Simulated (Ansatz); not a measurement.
`CC(C)O[Si]F` and `CC(C)[O][Al]([F])[Cl]` differ in one atom or group.

Ansatz, PBE0-D4/def2-TZVP geometries, multiplicity 1. Each molecule was computed in one conformer, which needn't be the lowest.

```csv
property,`CC(C)O[Si]F`
LUMO energy (ωB97M-V/def2-TZVPP) / eV,0.64
HOMO energy (ωB97M-V/def2-TZVPP) / eV,-9.64
size of the dipole moment (ωB97M-V/def2-TZVPP) / D,1.65
LUMO energy (B3LYP/def2-TZVPP) / eV,-1.55
HOMO–LUMO gap (PBE0/def2-TZVPP) / eV,6.12
HOMO–LUMO gap (B3LYP/def2-TZVPP) / eV,5.74
```

Q: What does the change do to each property? (An estimate is asked.)

A: The calculation gave: 
```tsv
property	`CC(C)[O][Al]([F])[Cl]`	shift
LUMO energy (ωB97M-V/def2-TZVPP) / eV	0.89	0.25
HOMO energy (ωB97M-V/def2-TZVPP) / eV	-10.95	-1.31
size of the dipole moment (ωB97M-V/def2-TZVPP) / D	2.22	0.57
LUMO energy (B3LYP/def2-TZVPP) / eV	-1.06	0.49
HOMO–LUMO gap (PBE0/def2-TZVPP) / eV	7.81	1.69
HOMO–LUMO gap (B3LYP/def2-TZVPP) / eV	7.27	1.53
```

With PBE0 the HOMO falls by 1.10 eV and the LUMO rises by 0.59 eV, so the gap widens by about 1.69 eV. PBE moves the HOMO by -0.75 eV and ωB97M-V by -1.31 eV. Dipoles are sizes alone; their direction can turn.

B3LYP here is the variant with VWN-RPA as its local correlation; programs differ in this.
